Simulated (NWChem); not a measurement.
# Ionisation of CH$_{3}$Se$_{2}$

SMILES: C[Se][Se]
```xyz
6

C      2.1227     0.4021     0.0000
Se     0.5664    -0.7761     0.0000
Se    -1.1535     0.6517     0.0000
H      2.1053     1.0283     0.9007
H      3.0160    -0.2394     0.0000
H      2.1053     1.0283    -0.9007
```
Charge 0, spin multiplicity 2.

Everything below was run with NWChem. All single points use one geometry, from UPBE0/def2-SVP, a minimum by its harmonic frequencies.

Basis set: def2-TZVP. The species with one electron less has spin multiplicity 1 and keeps the geometry of the parent. Δ marks differences of total energies (open shells unrestricted). −ε marks an orbital energy of the parent. That orbital need not have the symmetry of the hole or added electron in the Δ rows. That singlet is a closed-shell solution.

The Hamiltonian is non-relativistic. B3LYP has NWChem's definition, with VWN1-RPA local correlation. The structure started from a generated list of species. The unpaired electrons of the parent sit in orbitals of symmetry a" (Cs labels of the run); other states weren't searched. No SCF solution was tested for a lower state.

**Question.** For the first vertical ionisation energy, −ε(alpha HOMO) of B3LYP gives 6.15 eV and −ε(alpha HOMO) of BLYP gives 5.04 eV. What do −ε(alpha HOMO) of BHandHLYP, −ε(alpha HOMO) of PBE, ΔBHandHLYP give?

**Answer.** −ε(alpha HOMO) of BHandHLYP: 7.44 eV; −ε(alpha HOMO) of PBE: 5.24 eV; ΔBHandHLYP: 8.69 eV.
